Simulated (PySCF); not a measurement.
**Spin-Hamiltonian simulation**

Molecule: `Nc1ccc(Br)cc1`, C6H6BrN.

Molfile (atoms numbered from 1):
```
C6H6BrN
     RDKit          3D

 14 14  0  0  0  0  0  0  0  0999 V2000
   -2.6950    0.1824    0.1285 N   0  0  0  0  0  0  0  0  0  0  0  0
   -1.3277    0.0354    0.0512 C   0  0  0  0  0  0  0  0  0  0  0  0
   -0.7534   -1.1404   -0.4626 C   0  0  0  0  0  0  0  0  0  0  0  0
    0.6256   -1.3093   -0.4983 C   0  0  0  0  0  0  0  0  0  0  0  0
    1.4633   -0.3035   -0.0200 C   0  0  0  0  0  0  0  0  0  0  0  0
    3.3385   -0.5298   -0.0693 Br  0  0  0  0  0  0  0  0  0  0  0  0
    0.9162    0.8708    0.4932 C   0  0  0  0  0  0  0  0  0  0  0  0
   -0.4633    1.0366    0.5275 C   0  0  0  0  0  0  0  0  0  0  0  0
   -3.2540   -0.4053   -0.4746 H   0  0  0  0  0  0  0  0  0  0  0  0
   -3.0501    1.1239    0.2228 H   0  0  0  0  0  0  0  0  0  0  0  0
   -1.4011   -1.9375   -0.8372 H   0  0  0  0  0  0  0  0  0  0  0  0
    1.0523   -2.2292   -0.9021 H   0  0  0  0  0  0  0  0  0  0  0  0
    1.5704    1.6606    0.8666 H   0  0  0  0  0  0  0  0  0  0  0  0
   -0.8819    1.9606    0.9352 H   0  0  0  0  0  0  0  0  0  0  0  0
  1  2  1  0
  2  3  1  0
  3  4  2  0
  4  5  1  0
  5  6  1  0
  5  7  2  0
  7  8  1  0
  8  2  2  0
  1  9  1  0
  1 10  1  0
  3 11  1  0
  4 12  1  0
  7 13  1  0
  8 14  1  0
M  END
```

Theoretical values (PySCF 2.14): PBE0/pcSseg-1 with gauge-including orbitals, geometry: PBE0-D3(BJ)/def2-SVP, J: B3LYP/pcJ-1 (pcSseg-1 on Br) (spin–dipole term only in couplings to heteroatoms). Single conformer, relativity neglected, in vacuum, fast rotation and ring inversion assumed for equivalent nuclei.

Chemical shifts δ = σref − σ; TMS for $^{1}$H, all at this level.

Shifts (ppm): H11/H14 6.47, H12/H13 7.26.
Couplings (Hz): H11–H12, H13–H14: 9.8; H11–H13, H12–H14: 0.4; H11–H14: 2.8; H12–H13: 2.1.

The 4-spin Hamiltonian (Zeeman plus full scalar coupling among like nuclei) was diagonalised exactly; lines are Lorentzian, 1.0 Hz wide, and the maxima above 3 % are listed with the tallest set to 100.

Question: Give the $^{1}$H peak list of this spin system at 300 MHz.

Answer: 
```csv
Hz,ppm,height
2185.8,7.286,13
2183.2,7.277,92
2181.0,7.270,32
2175.2,7.251,34
2173.1,7.244,100
2170.4,7.235,14
1948.6,6.495,14
1946.0,6.487,100
1943.8,6.479,34
1938.0,6.460,32
1935.9,6.453,92
1933.2,6.444,13
```

Question: And at 600 MHz?

Answer: 
δ in ppm (height): 7.273 (13), 7.269 (96), 7.265 (33), 7.255 (34), 7.252 (100), 7.247 (14), 6.483 (14), 6.478 (100), 6.475 (34), 6.465 (33), 6.462 (96), 6.457 (13)

Question: Among coupled protons with different shifts, which pair is furthest from first order, and how does the field change that?

Answer: H11 and H12: Δν/J is about 24.2 at 300 MHz (close to first order) and 48.4 at 600 MHz (close to first order). J in Hz doesn't depend on the field, while Δν in Hz grows in proportion to it. The system also holds chemically equivalent protons that couple differently to a partner (AA′BB′ or AA′XX′ type), and that part stays second order at any field.

Relativistic effects, spin–orbit coupling among them, are left out; they matter for Br and for the light atoms bonded to it. Exchangeable OH/NH protons stand at their gas-phase positions; hydrogen bonding in a real sample shifts them, mostly to higher δ. Unscaled 3J(H,H) at this level run about 10 % above measured values.
